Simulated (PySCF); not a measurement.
CH8OSi2, SMILES CO[SiH2][SiH3] at its GFN2-xTB optimised geometry (Å):

```
12

C      2.4335    -0.4699     0.0000
O      1.0411    -0.4699     0.0000
Si     0.0406     0.8127     0.0000
Si    -2.0075    -0.2148     0.0130
H      2.8213     0.0270     0.8925
H      2.8226     0.0462    -0.8810
H      2.7741    -1.5058    -0.0112
H      0.3481     1.6794     1.1527
H      0.3401     1.6721    -1.1602
H     -2.7752     0.1491     1.2094
H     -1.9969    -1.6794    -0.0380
H     -2.8226     0.2310    -1.1225
```

Method: PBE/def2-TZVP (PySCF).

Map of the log10 of the electron density (e/bohr³), floored at −4 on the plane z = 0.8 Å:

```
|                           |
|                           |
|                           |
|                           |
|            ....           |
|           .:---:.         |
|         .:-=++=-:.        |
|       ..:-=+*#*+-:.       |
|    ..:::-=+#%%#*=-..      |
|   .:-====+*#%@%*+-:::.    |
|  .-=+++++**#%%#*+====-:   |
| .:=+*##***#####*++***+-:  |
| .-=*%%%########***#%%*=:  |
| .-+*%@%%###**#####%@@#+-. |
| .:=*#%%##****#%%##%@%*+-. |
|  :-+*###**+++#%%###%#*=:  |
|  .-=+*##*+===**#**##*+=:  |
|   :-=+***+=--=++++***+-.  |
|   .:-++*+=-::----=+++=:.  |
|    .-==+=-:.....::-=--.   |
|     .:---:.      .:::.    |
|      ..:..                |
|                           |
|                           |
|                           |
|                           |
|                           |
```
Scale: ten equal steps from -4.00 (start of ' ') to -0.489 (end of '@'), in the order ' .:-=+*#%@'; x runs from -5.00 to 5.00, y from -5.00 (bottom) to 5.00 (top).
